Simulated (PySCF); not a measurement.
## Telling isomers of C7H6O3 apart by NMR

Level of theory: GFN2-xTB geometry, PBE0/pcSseg-1 with gauge-including orbitals, in PySCF 2.14.0 with density-fitted response routines (a single conformation, no solvent, non-relativistic Hamiltonian, equivalent nuclei averaged).

Referencing at the same level of theory: ¹H (31.72 ppm) and ¹³C (186.93 ppm) vs TMS. Where no couplings were computed, multiplicities follow the n + 1 count of equivalent neighbours, and m marks all less simple cases (inequivalent or close neighbours, rings, F or P nearby). Acid and N–H amide carbonyl carbons lie up to 10 ppm further downfield in solution (hydrogen bonding). Shifts are as computed. Against solution values, carbons near 30 ppm lie about +3 ppm off and those near 130 ppm about +5 ppm. Of 1211 compounds with measured shifts, 218 miss one by over three times the rms of a fit or turn the order of signals round; such compounds aren't used in these exercises. OH and NH positions are gas-phase values without hydrogen bonding to other molecules.

(1) Tabulate the signals of `O=C(O)c1cccc(O)c1`, `O=C(O)[C@]12C=C[C@H](C=C1)O2`, `COC1=CC(=O)C=CC1=O` and their relative energies.

(2) What is the quickest way to tell O=C(O)c1cccc(O)c1 from O=C(O)[C@]12C=C[C@H](C=C1)O2?

(3) What is the quickest way to tell O=C(O)c1cccc(O)c1 from COC1=CC(=O)C=CC1=O?

(4) What is the quickest way to tell O=C(O)[C@]12C=C[C@H](C=C1)O2 from COC1=CC(=O)C=CC1=O?

## Answers

(1) 
| SMILES | carbon types | δC | δH | E rel. (kcal/mol) |
| --- | --- | --- | --- | --- |
| O=C(O)c1cccc(O)c1 | 3×C 4×CH | 171.0, 163.7, 135.4, 134.2, 127.7, 125.6, 121.3 | 7.96 (d, 1H), 7.74 (s, 1H), 7.68 (m, 1H), 7.40 (d, 1H), 6.36 (br s, 1H), 4.58 (br s, 1H) | 0.0 |
| O=C(O)[C@]12C=C[C@H](C=C1)O2 | 2×C 5×CH | 177.1, 158.3, 155.8, 94.8, 86.1 | 7.54 (m, 2H), 7.42 (m, 2H), 6.56 (br s, 1H), 5.40 (m, 1H) | 68.3 |
| COC1=CC(=O)C=CC1=O | 3×C 3×CH 1×CH3 | 192.4, 192.2, 162.3, 142.6, 139.1, 119.2, 61.7 | 6.66 (m, 1H), 6.65 (m, 1H), 6.28 (s, 1H), 4.39 (s, 3H) | 51.4 |

Energies are electronic energies at PBE0/pcSseg-1 on these geometries, without zero-point or thermal terms, each for the one conformer computed, which needn't be the lowest.

(2) Count the carbon signals: 7 against 5. The first has a substituted aromatic carbon (C) at 134.2 ppm, the second a fully substituted sp3 carbon bonded to O, α to a carbonyl (C) at 94.8 ppm. Their most deshielded carbons lie at 171.0 and 177.1 ppm. In the proton spectra the most deshielded non-exchanging signals are 7.96 (d, 1H) and 7.54 (m, 2H).

(3) Both give the same number of carbon signals, but DEPT or the intensities differ. The first has a substituted aromatic carbon (C) at 134.2 ppm, the second a methyl carbon bonded to O (CH3) at 61.7 ppm. Their most deshielded carbons lie at 171.0 and 192.4 ppm. In the proton spectra the most deshielded non-exchanging signals are 7.96 (d, 1H) and 6.66 (m, 1H).

(4) Count the carbon signals: 5 against 7. The first has a fully substituted sp3 carbon bonded to O, α to a carbonyl (C) at 94.8 ppm, the second a methyl carbon bonded to O (CH3) at 61.7 ppm. Their most deshielded carbons lie at 177.1 and 192.4 ppm. In the proton spectra the most deshielded non-exchanging signals are 7.54 (m, 2H) and 6.66 (m, 1H).
